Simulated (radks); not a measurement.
Spin polarisation of the 5d4 shell in the tungsten ion W+. Start: [Xe] 4f14 5d(up 2, down 2) 6s(up 0.5, down 0.5); electrons of 5d are moved from spin down to spin up, other shells keep equal spins. Method: scalar-relativistic Kohn-Sham, PBE, spin-polarised, spherical densities, finite nucleus; Fermi nuclear charge, rms radius of each element as measured or else 0.836 A^(1/3) + 0.57 fm; computed with a radial shooting solver on a logarithmic mesh with Libxc functionals.

| moment (Bohr magnetons) | E - E(0) (eV) | e(5d up) (eV) | e(5d down) (eV) | 6s down minus up (eV) | 4f down minus up (eV) | 5p down minus up (eV) |
|---|---|---|---|---|---|---|
| 0 | 0.000 | -11.729 | -11.729 | 0.000 | 0.000 | 0.000 |
| 1 | -0.160 | -12.028 | -11.386 | 0.447 | 0.090 | 0.533 |
| 2 | -0.643 | -12.285 | -10.997 | 0.898 | 0.180 | 1.068 |
| 3 | -1.448 | -12.497 | -10.563 | 1.354 | 0.270 | 1.607 |
| 4 | -2.575 | -12.663 | -10.089 | 1.807 | 0.361 | 2.150 |

At moment 4 the spin-polarisation energy is -2.575 eV and the 5d exchange splitting 2.574 eV, that is 0.643 eV per Bohr magneton; E = -I m^2/4 would give I = 0.644 eV.
